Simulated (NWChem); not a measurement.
C$_{2}$H$_{3}$FMgO$_{2}$

```xyz
9

Mg    -0.0102     1.2582     0.0000
F     -0.1838     3.0103     0.0000
C      0.3227    -2.5604     0.0000
C      0.2128    -1.0708     0.0000
O      0.1513    -0.4269    -1.0929
O      0.1513    -0.4269     1.0929
H      0.8330    -2.9071     0.9065
H      0.8330    -2.9071    -0.9065
H     -0.6961    -2.9788     0.0000
```
Atoms are numbered in this order, from 1.

Level: PBE0/def2-SVP (NWChem), optimised geometry, unscaled harmonic frequencies. 

```tsv
frequency (cm⁻¹)	IR intensity (km/mol)
15	0.6
82	7.9
125	31.7
210	96.5
299	29.6
357	9.1
487	0.0
623	11.0
725	3.1
806	159.9
997	1.5
1016	7.5
1060	14.4
1356	1.1
1424	51.2
1443	21.5
1553	272.5
1627	443.6
3082	0.0
3179	1.4
3221	0.3
```

| Property | Value |
|---|---|
| zero-point energy | 33.8 kcal/mol |
| thermal correction to the enthalpy at 298.15 K (with zero-point energy) | 39.0 kcal/mol |
| heat capacity Cv | 22.1 cal/(mol K) |
| entropy at 298.15 K and 1 atm (symmetry number 1) | 87.2 cal/(mol K) |
| dipole moment | 3.79 D |

Rigid rotor and harmonic oscillator; modes under 100 cm⁻¹ make the entropy uncertain.
